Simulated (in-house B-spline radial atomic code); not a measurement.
Atomic self-consistent-field run: the dysprosium ion Dy²⁺ (an excited or competing configuration). Method: Dirac-Hartree-Fock, average of configuration, Fermi nucleus of rms radius 5.2218 fm. Calculated with a B-spline radial code for spherical atoms.

Command:
```bash
python run_scf.py task.json out
```
Settings (nuclear radius in fm, mass in u):
```
Z                66
configuration    [Xe] 4f9 7s1
hamiltonian      dirac
method           hf
spin_polarised   False
nucleus          fermi
rms_radius       5.2218
atomic_mass      163.92918
speed_of_light   137.035999084
```

Output (hartree, bohr):
```
 radial grid: 81 intervals, B-splines of order 8, outer radius 60 bohr

 iter        energy (Eh)    residual
    1      -12109.270710    7.97e-01
    2      -12130.644063    1.14e+00
    3      -12158.591345    2.95e-01
    4      -12160.298753    1.01e-01
    5      -12160.511272    1.48e-02
    6      -12160.518237    8.68e-03
    7      -12160.519352    1.10e-03
    8      -12160.519461    1.25e-03
    9      -12160.519495    6.94e-05
   10      -12160.519495    3.97e-06
   11      -12160.519495    1.96e-07

 total energy                    -12160.51949
 kinetic                           13335.5294
 electron-nucleus                 -29929.2055
 electron-electron                  4433.1566

 first-order corrections (not in the total)
   Gaunt                            12.9004
   retardation                      -1.3593
   frequency dependence             -0.1851
   self-energy                       9.0986
   Uehling                          -1.5132
   Wichmann-Kroll                    0.0502
   recoil                            0.0260

 orbital      occ     eigenvalue          <r>       <r^2>       <1/r>       r_max    small
 1s1/2      2.000     -1989.4860    0.0211145 0.000609294     74.5525     0.01338  6.07e-02
 2s1/2      2.000      -336.6278    0.0891468  0.00944798      17.877     0.07614  1.35e-02
 2p1/2      2.000      -319.4141    0.0744642   0.0068632     17.8102     0.05747  1.35e-02
 2p3/2      4.000      -289.9324    0.0814792  0.00808391     15.6093     0.06346  1.25e-02
 3s1/2      2.000       -77.6957     0.233354   0.0623748     6.54763      0.2152  4.34e-03
 3p1/2      2.000       -70.1911     0.223422   0.0580855     6.45014       0.203  4.27e-03
 3p3/2      4.000       -63.9522     0.236547   0.0649149     5.89438      0.2154  3.98e-03
 3d3/2      4.000       -51.2304     0.209459   0.0516048     5.75882      0.1709  3.84e-03
 3d5/2      6.000       -49.8847     0.213555   0.0535093     5.62147      0.1744  3.76e-03
 4s1/2      2.000       -17.1301     0.529684     0.31656     2.71294      0.4942  1.36e-03
 4p1/2      2.000       -14.1048     0.540989    0.332898     2.60279      0.4982  1.28e-03
 4p3/2      4.000       -12.6950     0.569532     0.36878     2.42334      0.5239  1.18e-03
 4d3/2      4.000        -7.6719     0.603298    0.422208      2.1974      0.5304  1.01e-03
 4d5/2      6.000        -7.4113     0.613921    0.437037     2.15056      0.5392  9.78e-04
 5s1/2      2.000        -3.1129      1.29685     1.88765     1.01805        1.16  2.72e-04
 5p1/2      2.000        -2.1695      1.43435     2.32375    0.911387       1.257  2.23e-04
 5p3/2      4.000        -1.9697       1.5207     2.61032     0.84989       1.331  1.99e-04
 4f5/2      3.857        -1.5280     0.778165    0.770558     1.65133      0.5362  6.16e-04
 4f7/2      5.143        -1.4919     0.788507    0.792384     1.63149      0.5415  6.04e-04
 7s1/2      1.000        -0.3496      6.54473     47.6548    0.197349       6.469  1.67e-05
```

Cost of the run: 1.8 s on 1 thread of Arm Neoverse V1, with other jobs on the host.

For the Dirac Hamiltonian the kinetic term is c α·p + (β - 1)c².
